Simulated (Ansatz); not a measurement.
Consider the substitution at a C–C bond: `CC1(O)NCS1` + `NBCl` → `CNBCl` + `OC1NCS1`.

Gas-phase electronic energies from Ansatz, PBE0-D4/def2-TZVP geometries. CCSD(T)/CBS adds triple-zeta CCSD(T) − MP2 to the extrapolated MP2 energy (def2 sets, frozen cores). DFT in def2-TZVPP. B3LYP here is the variant with VWN-RPA as its local correlation; programs differ in this. Each species was taken in one conformer, which may not be the lowest.

```csv
level,ΔE (kJ/mol),difference from CCSD(T)/CBS
PBE-D4,67.8,-7.4
r2SCAN-D4,74.5,-0.7
B3LYP-D4,68.4,-6.8
ωB97X-V,71.7,-3.5
B2PLYP,68.8,-6.4
PBE,63.9,-11.3
r2SCAN,73.5,-1.7
B3LYP,62.1,-13.1
HF/def2-TZVPP,64.0,-11.2
MP2/def2-TZVPP,79.9,4.7
SCS-MP2/def2-TZVPP,74.0,-1.2
CCSD(T)/def2-TZVPP,74.4,-0.8
HF/def2-QZVPP,63.4,-11.8
SCS-MP2/def2-QZVPP,74.3,-0.9
MP2/CBS(def2),80.8,5.6
CCSD/CBS(def2),73.2,-2.0
CCSD(T)/CBS,75.2,0
```

Largest T1 diagnostic among the species: 0.012.

The D4 term adds +6.3 kJ/mol with B3LYP and +3.4 kJ/mol with PBE0; it sums over pairs of atoms, weighted by their polarisabilities, and B3LYP, whose exchange is more repulsive, gets the larger term. In def2-TZVPP, CCSD(T) changes the Hartree–Fock value by +10.4 kJ/mol (the triples alone add +2.0 kJ/mol) and MP2 by +15.9 kJ/mol.
